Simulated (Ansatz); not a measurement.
F3Lu, triplet, at a GFN2-xTB geometry (such geometries of metal compounds can be far from the true shape) (the multiplicity is a formal guess) (core potentials on Lu), with bond 2-1 at 1.8 times its length; PBE0/def2-SVP (Ansatz, an electronic-structure program).

Here is a job for Ansatz.
Ansatz 0.2 input:
```yaml
crystal:
  periodic: [false, false, false]
  atoms:
    - {symbol: Lu, position_ang: [-0.00000000, -0.00000000, 0.00000000]}
    - {symbol: F, position_ang: [-2.96589544, -1.80902957, 0.08673723]}
    - {symbol: F, position_ang: [0.01290577, 1.79971734, -0.69872109]}
    - {symbol: F, position_ang: [1.63481392, -0.79470091, 0.65053373]}
basis:
  gaussian:
    orbitals: def2-SVP
hamiltonian:
  xc: pbe0
magnetization: {spin_polarized: true, initial_magnetization: 2}
scf: {lower_state_search: off}
```

What does Ansatz print? Leave out banner, timings and long lists.


```
Functional definition: PBE0
these checks for a lower state are left out or cut short: stability, starts, cluster_reference, orbital_swaps, neighbouring_geometries, increment
965 factors; integrals over basis functions are off by at most 8.5e-4 eV
mean field evaluation 1: about -41767.6234 eV, gradient 4.5e1 eV
mean field evaluation 2: about -41707.4295 eV, gradient 1.4e2 eV
mean field evaluation 4: about -41773.3576 eV, gradient 5.2e0 eV
mean field evaluation 8: about -41773.4262 eV, gradient 3.6e-1 eV
mean field evaluation 16: about -41773.4278 eV, gradient 5.2e-4 eV
mean field -41773.42782306 eV, -1535.1451574512 hartree, gradient 1.8e-6 eV, S^2 2.001853; 0 other end points of the search recorded, 0 dependent functions left out
reference -41773.42787741 eV, -1535.1451594485 hartree; 36, 34 occupied and 87, 89 virtual orbitals, 965 factors
Total energy: -41773.42787741 eV, -1535.1451594485 hartree
Checks for a lower state left out: stability, starts, cluster_reference, orbital_swaps, neighbouring_geometries, increment
```
